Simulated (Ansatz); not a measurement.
C3H11GeN (`CC[N](C)[GeH3]`), relaxed with RKS PBE0-D4/def2-TZVP in the Gaussian-basis code of Ansatz from a PBE-D4/def2-SVP geometry. The force threshold is 0.005 eV/Å; the program also tests the step.

The species carries charge 0 and has multiplicity 1.

Start:

```xyz
16

C     0.360   -1.154    1.623
C     0.077    0.243    1.079
N    -0.444    0.261   -0.284
C    -0.852    1.594   -0.696
Ge    0.392   -0.767   -1.599
H     0.635   -1.098    2.695
H     1.203   -1.651    1.097
H    -0.534   -1.804    1.526
H     1.002    0.876    1.182
H    -0.685    0.734    1.730
H    -1.288    1.575   -1.715
H    -1.637    1.982   -0.006
H    -0.022    2.349   -0.695
H     1.904   -0.410   -1.796
H    -0.387   -0.460   -2.903
H     0.275   -2.269   -1.239
```

Question: By how much does the energy fall, and how many steps does the optimiser take? (An estimate is asked.)

Answer: Ansatz gave: 5.84 kJ/mol, in 7 steps.

Question: Which bonds change most? (Best estimate.)

Answer: The calculation gave: N3–Ge5 from 1.867 to 1.846 Å; C2–H9 from 1.125 to 1.106 Å; C4–H13 from 1.122 to 1.103 Å; C4–H12 from 1.114 to 1.097 Å.

Question: Give the relaxed structure. (An estimate is asked.)

Answer: The calculation gave: 
```xyz
16

C     0.366   -1.140    1.603
C     0.072    0.245    1.067
N    -0.468    0.246   -0.278
C    -0.857    1.576   -0.690
Ge    0.381   -0.762   -1.572
H     0.664   -1.080    2.651
H     1.182   -1.626    1.062
H    -0.517   -1.779    1.530
H     0.985    0.866    1.137
H    -0.669    0.729    1.718
H    -1.297    1.557   -1.689
H    -1.615    1.970   -0.002
H    -0.022    2.297   -0.701
H     1.889   -0.423   -1.691
H    -0.328   -0.420   -2.891
H     0.234   -2.256   -1.253
```
